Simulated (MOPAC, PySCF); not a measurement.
C4H8O, SMILES `C=CCOC` (C–C–C–O torsion -129°, C–C–O–C torsion -177°), neutral singlet in the gas phase. 

Cartesian coordinates (Å):
SMILES: C=CCOC
```xyz
13

C     -2.4290    -0.2601    -0.4312
C     -1.1645    -0.5861    -0.6577
C     -0.0331    -0.2499     0.2557
O      0.9945     0.3779    -0.4919
C      2.1366     0.6577     0.2859
H     -3.2210    -0.5523    -1.1085
H     -2.7195     0.3119     0.4431
H     -0.8925    -1.1464    -1.5469
H     -0.3748     0.4048     1.0694
H      0.3625    -1.1688     0.7177
H      2.5661    -0.2586     0.7126
H      2.8707     1.1228    -0.3703
H      1.9042     1.3471     1.1083
```
Charge 0, spin multiplicity 1.

All levels are single points at this geometry (B3LYP-D3(BJ)/def2-TZVP); Pople sets use spherical d functions. Orbital energies aren't observables, and empty levels follow the basis.

B3LYP/6-311+G** in PySCF gives gap (eV) = 6.95.

### Question
Estimate the gap (eV) from each of these levels: B3LYP-D3(BJ)/def2-TZVP in PySCF; PBE-D3(BJ)/def2-TZVP in PySCF; BP86/6-31G* in PySCF; M06-2X/6-31G* in PySCF; HF/6-31G* in PySCF; HF/STO-3G in PySCF; AM1 in MOPAC; PM7 in MOPAC.

### Answer

```csv
level,gap (eV)
B3LYP-D3(BJ)/def2-TZVP in PySCF,7.03
PBE-D3(BJ)/def2-TZVP in PySCF,4.88
BP86/6-31G* in PySCF,5.00
M06-2X/6-31G* in PySCF,10.14
HF/6-31G* in PySCF,14.79
HF/STO-3G in PySCF,17.02
AM1 in MOPAC,11.39
PM7 in MOPAC,10.72
```
